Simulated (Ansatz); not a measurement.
`[SiH3][SiH2]C[TeH]` + H₂O → `O[SiH2]C[TeH]` + SiH₄  (formal hydrolysis of the Si–Si bond)

Isolated molecules relaxed with PBE0-D4/def2-TZVP in Ansatz; ΔE leaves out vibrations. CCSD(T)/CBS is the MP2 limit (def2-TZVPP, def2-QZVPP) plus CCSD(T) − MP2 in def2-TZVPP, frozen cores. This one scheme is used for every species. Functionals use def2-TZVPP. B3LYP here is the variant with VWN-RPA as its local correlation; programs differ in this. Elements past krypton have def2 core potentials. For Te outer-core shells are correlated without core-valence functions, which leaves a few kJ/mol of doubt a bond. Each species was taken in one conformer, which may not be the lowest.

`[SiH3][SiH2]C[TeH]`:

Cartesian coordinates in Å:
```
Si -1.465 0.522 1.106
Si 0.574 -0.530 0.631
C 1.358 0.246 -0.887
Te 0.004 0.166 -2.553
H -1.361 1.970 0.777
H -1.766 0.393 2.560
H -2.593 -0.070 0.342
H 0.360 -1.981 0.374
H 1.499 -0.410 1.798
H 2.305 -0.213 -1.172
H 1.524 1.312 -0.720
H -0.438 -1.405 -2.254
```

H₂O:

```xyz
3

O    -0.157   -0.061   -0.351
H    -0.356    0.650    0.262
H     0.513   -0.589    0.088
```

`O[SiH2]C[TeH]`:

Cartesian coordinates in Å:
```
O 0.500 1.887 -0.211
Si 0.608 0.348 -0.781
C 0.294 -0.883 0.591
Te -1.607 -0.469 1.515
H -0.281 2.066 0.321
H 1.983 0.217 -1.323
H -0.384 0.075 -1.859
H 1.021 -0.762 1.398
H 0.303 -1.924 0.270
H -2.436 -0.557 0.080
```

SiH₄:

Cartesian coordinates in Å:
```
Si 0.000 0.000 0.000
H 0.704 0.406 1.242
H -1.289 0.729 -0.099
H -0.259 -1.461 0.034
H 0.844 0.326 -1.177
```

```csv
level,ΔE (kcal/mol),difference from CCSD(T)/CBS
PBE-D4,-18.2,4.0
r2SCAN-D4,-22.7,-0.5
PBE0-D4,-19.3,2.9
B3LYP-D4,-23.2,-1.0
ωB97X-V,-23.1,-0.9
ωB97M-V,-24.2,-2.0
B2PLYP,-25.2,-3.0
PBE,-19.5,2.7
r2SCAN,-23.1,-0.9
PBE0,-20.5,1.7
B3LYP,-25.2,-3.0
HF/def2-TZVPP,-29.6,-7.4
MP2/def2-TZVPP,-24.2,-2.0
SCS-MP2/def2-TZVPP,-25.5,-3.3
CCSD/def2-TZVPP,-23.8,-1.6
CCSD(T)/def2-TZVPP,-23.0,-0.8
HF/def2-QZVPP,-29.8,-7.6
MP2/def2-QZVPP,-23.8,-1.6
SCS-MP2/def2-QZVPP,-25.1,-2.9
HF/CBS(def2),-29.9,-7.7
MP2/CBS(def2),-23.3,-1.1
CCSD/CBS(def2),-23.0,-0.8
CCSD(T)/CBS,-22.2,0
```

Largest T1 diagnostic among the species: 0.012.

In def2-TZVPP, CCSD(T) changes the Hartree–Fock value by +6.6 kcal/mol (the triples alone add +0.8 kcal/mol) and MP2 by +5.4 kcal/mol. The D4 term adds +2.1 kcal/mol with B3LYP and +1.2 kcal/mol with PBE0; it sums over pairs of atoms, weighted by their polarisabilities, and B3LYP, whose exchange is more repulsive, gets the larger term.
